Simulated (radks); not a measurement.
The numbers below are computed, except where a source is named.
Effect of the nuclear size on neutral ytterbium, [Xe] 4f14 6s2. Level of theory: Dirac Kohn-Sham, BLYP, spin-unpolarised, spherical densities, finite nucleus; Fermi nuclear charge, rms radius 5.3108 fm (a radial shooting solver on a logarithmic mesh with Libxc functionals). The rms radius is varied about that value; shifts are against it.

| rms radius (fm) | total energy shift (eV) | density at nucleus (e/bohr^3) | 1s1/2 shift (meV) | 2s1/2 shift (meV) | 4p1/2 shift (meV) | 5s1/2 shift (meV) | 5p1/2 shift (meV) | 6s1/2 shift (meV) | 4f7/2 shift (meV) |
|---|---|---|---|---|---|---|---|---|---|
| 4.5248 | -10.9 | 1.079e+06 | -4460 | -607 | 0.125 | -4.65 | 0.420 | -0.179 | 0.756 |
| 4.8222 | -6.94 | 1.058e+06 | -2830 | -385 | 0.079 | -2.95 | 0.267 | -0.113 | 0.480 |
| 5.3108 | 0 | 1.027e+06 | 0.000 | 0.000 | 0.000 | 0.000 | 0.000 | 0.000 | 0.000 |
| 5.5179 | 3.08 | 1.015e+06 | 1260 | 171 | -0.034 | 1.31 | -0.118 | 0.050 | -0.213 |
| 6.2774 | 15.1 | 9.754e+05 | 6150 | 836 | -0.165 | 6.40 | -0.578 | 0.246 | -1.04 |

Slopes of the eigenvalues against <r^2> in GHz/fm^2, as finite differences over the two radii next to the reference (eigenvalue slopes, not the field-shift constants of lines): 1s1/2 138000, 2s1/2 18700, 4p1/2 -3.79, 5s1/2 143, 5p1/2 -12.9, 6s1/2 5.51, 4f7/2 -23.3.
